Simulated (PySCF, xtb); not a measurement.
CH5AlOSe, SMILES [Al]([CH3])([SeH])[OH].

GFN2-xTB (xtb 6.7.1) at its own geometry gives an orbital gap of 3.76 eV and a dipole moment of 3.56 D.

Geometry optimised at PBE0-D3(BJ)/def2-SVP. The structure was generated by enumeration; whether it is a known compound was not checked. The values are those of a single conformer.

What does PBE/def2-TZVP in PySCF give? (An estimate is asked for; the answer gives what the named calculation found.)

gap 5.03 eV (levels -6.05 and -1.02 eV), dipole 0.76 D.
